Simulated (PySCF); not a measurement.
## Radial density of Co⁺ (cobalt, charge +1)

UHF, [Ar] 3d8, high-spin 3F determinant. All numbers are calculated (PySCF 2.14, no relativity, point nucleus, in cc-pVTZ (7s6p4d2f1g, 68 functions)).

| r (bohr) | 4πr²ρ (e/bohr) | 4πr²(ρα − ρβ) |
| --- | --- | --- |
| 0.000997 | 0.1581 | 0.0000 |
| 0.00168 | 0.4310 | 0.0000 |
| 0.00282 | 1.147 | 0.0000 |
| 0.00474 | 2.924 | 0.0000 |
| 0.00798 | 6.949 | 0.0000 |
| 0.0134 | 14.68 | 0.0000 |
| 0.0226 | 25.48 | 0.0000 |
| 0.0380 | 32.38 | 0.0004 |
| 0.0639 | 27.97 | 0.0030 |
| 0.107 | 27.19 | 0.0212 |
| 0.181 | 36.49 | 0.1431 |
| 0.304 | 21.36 | 0.6872 |
| 0.511 | 16.07 | 1.7052 |
| 0.860 | 16.01 | 1.7504 |
| 1.45 | 4.511 | 0.6954 |
| 2.43 | 0.6042 | 0.0894 |
| 4.09 | 0.02804 | -0.0002 |
| 6.88 | 0.0002690 | 0.0000 |
